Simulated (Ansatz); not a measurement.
Molecule: 1,1-difluoropropylsilane, C3H8F2Si (charge 0, singlet). 
Structure (B3LYP-D3(BJ)/def2-TZVP (Ansatz, a first-principles code) minimum search):
```
C
F 1 1.3897
F 1 1.3897 2 105.44
C 1 1.5145 2 109.12 3 117.09
H 4 1.0931 1 107.43 2 179.98
H 4 1.0931 5 106.90 1 115.05
C 4 1.5275 5 110.58 6 120.42
H 7 1.0895 4 111.01 5 60.69
H 7 1.0895 8 108.22 4 -122.06
H 7 1.0904 8 108.21 9 -117.04
Si 1 1.9253 2 107.93 3 -115.16
H 11 1.4763 1 108.45 2 56.75
H 11 1.4794 12 110.84 1 -118.84
H 11 1.4794 12 110.84 13 -122.31
```
Charge 0, spin multiplicity 1.

Computed values are from Ansatz. Correlated levels leave the core frozen unless marked. Open shells are spin-unrestricted. Spin-orbit coupling is left out. No relativistic terms. CBS(X,Y): correlation extrapolated as X^-3; Hartree-Fock from the larger set.

### Question
What is the total energy at CCSD(T)/CBS(cc-pV(T+d)Z,cc-pV(Q+d)Z)?

### Answer
-607.6078 Eh.

### Question
What is the atomisation energy De at CCSD(T)/CBS(cc-pV(T+d)Z,cc-pV(Q+d)Z)?

### Answer
1235.0 kcal/mol.

### Question
What is the T1 diagnostic at CCSD/cc-pV(Q+d)Z?

### Answer
0.012.

### Question
What is the dipole moment at CCSD(T)/aug-cc-pV(D+d)Z?

### Answer
2.07 D.
